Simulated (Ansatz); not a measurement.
Steps of a relaxation of CH3F3OSn, SMILES `FC(F)(F)[O][SnH3]` with RKS PBE0-D4/def2-TZVP.

```sh
$ ansatz run in.yaml --threads 4 --pin off --events-out ev --progress --plain --max-ram 10444MiB
```

```yaml
crystal:
  periodic: [false, false, false]
  atoms:
    - {symbol: F, position_ang: [2.152178, 0.097045, -1.553582]}
    - {symbol: C, position_ang: [1.019256, -0.317973, -0.955497]}
    - {symbol: F, position_ang: [-0.035111, 0.054819, -1.771450]}
    - {symbol: F, position_ang: [1.028388, -1.682385, -0.974849]}
    - {symbol: O, position_ang: [0.907235, 0.183984, 0.262505]}
    - {symbol: Sn, position_ang: [-0.974697, 0.371295, 1.096197]}
    - {symbol: H, position_ang: [-1.626367, 1.826946, 0.455467]}
    - {symbol: H, position_ang: [-1.841551, -1.050289, 0.669484]}
    - {symbol: H, position_ang: [-0.540731, 0.470259, 2.754525]}
basis:
  gaussian: {orbitals: def2-TZVP}
hamiltonian: {xc: pbe0, dispersion: d4}
relax: {f_tol: 0.005, max_steps: 150}
```

Positions (Å) and forces (eV/Å) along the path, 10 of 10 steps:

```xyz
9
step=1 energy=-17109.5552 eV
F     2.152    0.097   -1.554   -0.686   -0.288    0.272
C     1.019   -0.318   -0.955   -0.080    0.117    0.178
F    -0.035    0.055   -1.771    0.685   -0.264    0.421
F     1.028   -1.682   -0.975    0.005    0.813   -0.046
O     0.907    0.184    0.263   -0.623   -0.306   -0.533
Sn   -0.975    0.371    1.096    0.437   -0.047   -0.158
H    -1.626    1.827    0.455    0.147   -0.279    0.105
H    -1.842   -1.050    0.669    0.185    0.269    0.069
H    -0.541    0.470    2.755   -0.069   -0.015   -0.307
9
step=2 energy=-17109.6044 eV
F     2.122    0.102   -1.528   -0.259   -0.098    0.112
C     0.995   -0.310   -0.937    0.009    0.004   -0.088
F    -0.044    0.056   -1.757    0.313   -0.102    0.212
F     1.007   -1.665   -0.960   -0.001    0.328    0.010
O     0.876    0.185    0.272   -0.064   -0.158   -0.305
Sn   -0.963    0.364    1.089    0.204    0.007   -0.049
H    -1.579    1.787    0.440   -0.105    0.189   -0.067
H    -1.793   -1.031    0.653   -0.126   -0.183   -0.038
H    -0.533    0.465    2.711    0.029    0.014    0.213
9
step=3 energy=-17109.6156 eV
F     2.127    0.099   -1.528   -0.014    0.000    0.024
C     1.001   -0.313   -0.946   -0.049   -0.018   -0.101
F    -0.028    0.051   -1.768    0.081   -0.013    0.047
F     1.015   -1.662   -0.969    0.012    0.044    0.021
O     0.873    0.179    0.260   -0.072   -0.015    0.005
Sn   -0.957    0.367    1.090    0.057    0.001   -0.002
H    -1.594    1.799    0.450   -0.013    0.031   -0.016
H    -1.806   -1.036    0.666   -0.025   -0.033   -0.008
H    -0.542    0.469    2.728    0.024    0.003    0.030
9
step=4 energy=-17109.6169 eV
F     2.130    0.100   -1.521    0.027    0.015    0.008
C     1.001   -0.314   -0.949   -0.036   -0.006   -0.053
F    -0.019    0.050   -1.777    0.013    0.003   -0.003
F     1.018   -1.661   -0.972    0.008   -0.017    0.012
O     0.863    0.176    0.256   -0.025    0.002    0.025
Sn   -0.960    0.366    1.093    0.013    0.003    0.011
H    -1.598    1.802    0.451    0.000   -0.009    0.006
H    -1.816   -1.037    0.672    0.000    0.010    0.009
H    -0.530    0.471    2.730    0.000    0.000   -0.015
9
step=5 energy=-17109.6175 eV
F     2.138    0.102   -1.513    0.020    0.012    0.006
C     1.003   -0.315   -0.954   -0.016    0.001   -0.009
F    -0.008    0.049   -1.791   -0.011    0.004   -0.013
F     1.024   -1.662   -0.978    0.000   -0.023    0.002
O     0.853    0.172    0.251    0.003    0.008    0.014
Sn   -0.963    0.367    1.096   -0.010    0.000    0.010
H    -1.606    1.802    0.458    0.006   -0.010    0.001
H    -1.829   -1.034    0.686    0.006    0.009    0.002
H    -0.524    0.473    2.730    0.003    0.000   -0.013
9
step=6 energy=-17109.6176 eV
F     2.142    0.102   -1.506   -0.004   -0.003   -0.004
C     1.002   -0.315   -0.955    0.026    0.001   -0.009
F    -0.003    0.053   -1.797   -0.003    0.002    0.001
F     1.021   -1.662   -0.982   -0.005    0.000    0.001
O     0.850    0.171    0.250   -0.012   -0.001    0.007
Sn   -0.966    0.366    1.097    0.002    0.009    0.003
H    -1.609    1.799    0.456    0.000   -0.005    0.000
H    -1.831   -1.036    0.693   -0.002   -0.004    0.000
H    -0.518    0.476    2.728   -0.002    0.000    0.000
9
step=7 energy=-17109.6177 eV
F     2.151    0.089   -1.502   -0.006    0.000    0.008
C     1.002   -0.312   -0.957    0.001    0.002   -0.008
F     0.007    0.070   -1.803    0.003   -0.004    0.002
F     1.002   -1.660   -0.984   -0.003   -0.002   -0.003
O     0.849    0.175    0.249    0.008    0.002    0.000
Sn   -0.965    0.364    1.098   -0.007   -0.014    0.001
H    -1.617    1.789    0.452   -0.003    0.005   -0.002
H    -1.824   -1.045    0.702    0.006    0.009    0.002
H    -0.516    0.483    2.728    0.001    0.001    0.000
9
step=8 energy=-17109.6177 eV
F     2.154    0.085   -1.499   -0.003   -0.001    0.004
C     1.002   -0.311   -0.957   -0.005    0.000   -0.003
F     0.011    0.077   -1.805    0.003   -0.003    0.002
F     0.995   -1.659   -0.987    0.000    0.004   -0.002
O     0.849    0.174    0.248    0.003    0.002    0.001
Sn   -0.965    0.363    1.099    0.000   -0.005   -0.002
H    -1.621    1.786    0.451    0.000    0.002   -0.001
H    -1.822   -1.048    0.705    0.001    0.001    0.001
H    -0.515    0.487    2.728    0.000    0.000    0.000
9
step=9 energy=-17109.6177 eV
F     2.156    0.082   -1.496    0.000    0.000   -0.001
C     1.002   -0.310   -0.958   -0.002   -0.002    0.000
F     0.013    0.082   -1.807    0.001   -0.001    0.001
F     0.990   -1.658   -0.989    0.000    0.003   -0.001
O     0.849    0.174    0.249    0.000   -0.001    0.000
Sn   -0.965    0.361    1.099    0.002    0.006    0.002
H    -1.622    1.783    0.448   -0.001   -0.003    0.000
H    -1.820   -1.051    0.710   -0.002   -0.002   -0.003
H    -0.514    0.489    2.727    0.000    0.000    0.001
9
step=10 energy=-17109.6177 eV
F     2.156    0.082   -1.496    0.001    0.000   -0.001
C     1.002   -0.310   -0.958   -0.001   -0.001    0.001
F     0.013    0.082   -1.806    0.000    0.000    0.000
F     0.990   -1.658   -0.989    0.000    0.000    0.000
O     0.849    0.174    0.249    0.001   -0.001    0.001
Sn   -0.965    0.362    1.099   -0.001    0.003   -0.001
H    -1.622    1.783    0.447    0.000    0.000    0.001
H    -1.820   -1.050    0.708    0.000   -0.002    0.000
H    -0.514    0.489    2.728   -0.001    0.000   -0.001
```

Run time 47 s (4 threads of an Arm Neoverse V1 on a shared host); peak host memory 0.65 GiB.
